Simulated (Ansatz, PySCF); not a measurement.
Te, triplet (core potentials on Te). Base run: WB97M-V/def2-SVP run with PySCF.

Here is a job for PySCF.
```python
from pyscf import gto, scf, dft

mol = gto.Mole()
mol.atom = '''
    Te    0.000000    0.000000    0.000000
'''
mol.basis = 'def2-svp'
mol.ecp = {'Te': 'def2-svp'}
mol.charge = 0
mol.spin = 2
mol.verbose = 4
mol.build()

mf = dft.UKS(mol)
mf.xc = 'wb97m_v'
mf.kernel()
```

The same geometry, method and basis name were run in Ansatz (a quantum-chemistry and plane-wave program) and PySCF, at each program's defaults and at the settings that a row names. The base is PySCF at its defaults. Differences at the defaults can come from grids, fitting, cores and function types together.

```json
[
 {"code and settings": "PySCF, defaults (exact integrals, its default grid, spherical functions)", "ΔE vs base (mEh)": "0.000", "basis functions": "26", "E (Eh)": "-267.94966", "SCF cycles": "8"},
 {"code and settings": "Ansatz, defaults (factorised integrals, its default grid, spherical functions)", "ΔE vs base (mEh)": "-0.004", "basis functions": "26", "E (Eh)": "-267.94966", "SCF cycles": "-"},
 {"code and settings": "PySCF, density fitting with def2-universal-jkfit", "ΔE vs base (mEh)": "-0.026", "basis functions": "26", "E (Eh)": "-267.94969", "SCF cycles": "8"},
 {"code and settings": "PySCF, fine grid", "ΔE vs base (mEh)": "-0.004", "basis functions": "26", "E (Eh)": "-267.94967", "SCF cycles": "8"},
 {"code and settings": "Ansatz, high accuracy", "ΔE vs base (mEh)": "-0.004", "basis functions": "26", "E (Eh)": "-267.94966", "SCF cycles": "-"}
]
```

Open shells are given as the SCF converged; they aren't shown to be the lowest states, and a large step between rows can be another state.
